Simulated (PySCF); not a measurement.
Cyanoethynyl isothiocyanate, C4N2S.
InChI=1S/C4N2S/c5-2-1-3-6-4-7

Theory: TDDFT PBE0/def2-SVPD, vertical, gas phase, core orbitals frozen in the response (PySCF 2.14.0, density-fitted response routines). Geometry: GFN2-xTB; no solvent, vibrations or thermal averaging.

| state | E (eV) | E (kJ/mol) | λ (nm) | f | \|μ\| (D) | main configurations (H = HOMO, L = LUMO) |
| --- | --- | --- | --- | --- | --- | --- |
| S1 | 3.66 | 353 | 339.1 | 0.0000 | 0.01 | H→L (73%), H-1→L+1 (26%) |
| S2 | 3.83 | 370 | 323.7 | 0.0001 | 0.07 | H-1→L (50%), H→L+1 (49%) |
| S3 | 3.84 | 371 | 322.8 | 0.0001 | 0.06 | H-1→L+1 (74%), H→L (26%) |
| S4 | 5.52 | 532 | 224.7 | 0.0002 | 0.10 | H-3/H-2→L (≥55%), H-3/H-2→L+1 (≥30%) |
| S5 | 5.77 | 557 | 214.7 | 0.0005 | 0.16 | H-3/H-2→L+1 (≥45%), H-3/H-2→L (≥45%) |
| S6 | 5.78 | 558 | 214.5 | 0.0001 | 0.08 | H-3/H-2→L+1 (≥60%), H-3/H-2→L (≥30%) |
| S7 | 6.24 | 602 | 198.7 | 2.934 | 11.13 | H-1→L (45%), H→L+1 (45%) |

Triplets, Tamm–Dancoff:

| state | E (eV) | λ (nm) | main configurations (H = HOMO, L = LUMO) |
| --- | --- | --- | --- |
| T1 | 3.07 | 403.5 | H→L+1 (50%), H-1→L (46%) |
| T2 | 3.33 | 372.5 | H→L (60%), H-1→L+1 (37%) |
| T3 | 3.33 | 371.8 | H-1→L (50%), H→L+1 (47%) |

The lowest singlet lies at 3.66 eV (339 nm, ultraviolet) and is dark (f under 0.0005); its leading configuration is HOMO→LUMO (73%). The strongest level in the table is S7 at 6.24 eV (199 nm, f = 2.934). It is the last of those listed, so stronger ones may follow. S5/S6 lie within about 0.01 eV of each other. Löwdin shares by element: HOMO carbon 32% or more, sulfur 28%, nitrogen 13% or more (atoms not listed hold the other 27%); LUMO carbon 35% or more, sulfur 23%, nitrogen 13% or more (atoms not listed hold the other 29%). The oscillator strengths of these states sum to 2.935; summed over the whole spectrum of an exact calculation they would give the number of electrons, 54 (Thomas–Reiche–Kuhn). Orbital energies (eV): HOMO-3 -9.96, HOMO-2 -9.96, HOMO-1 -7.99, HOMO -7.94, LUMO -2.72, LUMO+1 -2.68, LUMO+2 -0.20. Of the 7 states listed, 1 reaches f = 0.01 and 5 stay under 0.0005. Orbitals of the list HOMO-3 to LUMO+2 that lie within 0.01 eV of each other are written together with a slash and their weights summed (≥ marks a lower bound); for degenerate orbitals outside that list single weights are arbitrary. Singlets were solved by full linear response, triplets in the Tamm–Dancoff approximation. The highest level found (6.51 eV, f 0.0076 so far) is left out, since the window may have cut off a degenerate partner.
